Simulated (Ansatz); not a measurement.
The same path of C₂H₄AlNO (9 atoms, charge 0, multiplicity 1) was run twice with different band settings. The coordinate that changes most is the dihedral H7–C3–O4–Al5.

Theory: RKS PBE0-D4/6-31G in Ansatz 0.2.0.

Relaxed end points:

```xyz
9
Properties=species:S:1:pos:R:3
N 0.469 2.174 -1.111
C 0.715 0.983 -0.873
C 1.082 -0.222 -0.470
O 0.375 -0.992 0.414
Al -1.077 -1.175 1.341
H -0.118 2.417 -1.917
H 1.990 -0.672 -0.850
H -2.265 -0.116 1.142
H -1.083 -2.442 2.309
```

```xyz
9
Properties=species:S:1:pos:R:3
N 0.528 2.705 -0.958
C 0.445 1.483 -0.794
C 0.497 0.187 -0.536
O -0.271 -0.391 0.435
Al -0.618 -1.852 1.291
H -0.092 3.173 -1.628
H 1.156 -0.450 -1.121
H 0.189 -3.177 0.881
H -1.745 -1.724 2.412
```

Common settings: movable images 5; climbing image yes; spring 5.0 eV/Å²; start path IDPP; force threshold 0.05 eV/Å; iteration limit 60; end points relaxed.

| run | optimiser |
| --- | --- |
| 1 | quadratic models (default) |
| 2 | lbfgs |

(1) What does each run give, and how far can it be trusted?

Answers

(1) Run 1: converged after 9 iterations, highest image 0.092 eV above the first end. A vibrational analysis at the climbing image gives one clearly imaginary mode, 90i cm⁻¹: a first-order saddle point.
Run 2: converged after 32 iterations, highest image 0.092 eV above the first end. Another band between the same ends (5 images) ends at a top of the same energy, where a vibrational analysis finds 1 clearly imaginary mode.
Limits of this set-up: no polarisation functions.
